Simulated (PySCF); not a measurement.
A GIAO shielding run with PySCF 2.14 (density fitting, non-relativistic, gas phase) on `F[Si@H](C#C)N[SiH2][SiH2]CC`, C₄H₁₂FNSi₃:

```
$ OMP_NUM_THREADS=1 python probes_run.py task.json out

{"job": {"kind": "nmr", "xc": "PBE0", "basis": "pcSseg-1"}, "charge": 0, "multiplicity": 1}
C      4.392495     1.869810    -0.899978
C      3.604839     1.151624    -0.345962
Si     2.397745     0.035999     0.497351
F      1.213297     0.934820     1.122084
N      1.679031    -0.947217    -0.716285
Si     0.279491    -1.994847    -0.643989
Si    -1.427565    -1.023211     0.564641
C     -2.033404     0.591811    -0.248607
C     -3.268190     1.178222     0.424708
H      5.078652     2.503894    -1.384151
H      2.960749    -0.655684     1.648318
H      2.281202    -1.119255    -1.505390
H      0.728023    -3.287901    -0.088979
H      0.012109    -2.250924    -2.070092
H     -2.577118    -1.949421     0.616768
H     -1.103704    -0.738588     1.971389
H     -2.255818     0.413916    -1.303557
H     -1.229451     1.329154    -0.222413
H     -3.586948     2.094830    -0.070346
H     -3.060637     1.409910     1.466582
H     -4.093714     0.470003     0.394735
```

Hardware: 1 thread of an Arm Neoverse V1, shared host. The job also computes population analyses, field gradients.

(1) How large is the calculation?

(2) How long does it take, and how much memory does it need?

Results:

(1) 94 electrons, 234 basis functions and 1280 auxiliary functions.

(2) 61 s of wall time, with 14 SCF cycles and 5 response iterations; peak memory 1.1 GiB. Times on a shared host scatter by some tens of per cent.
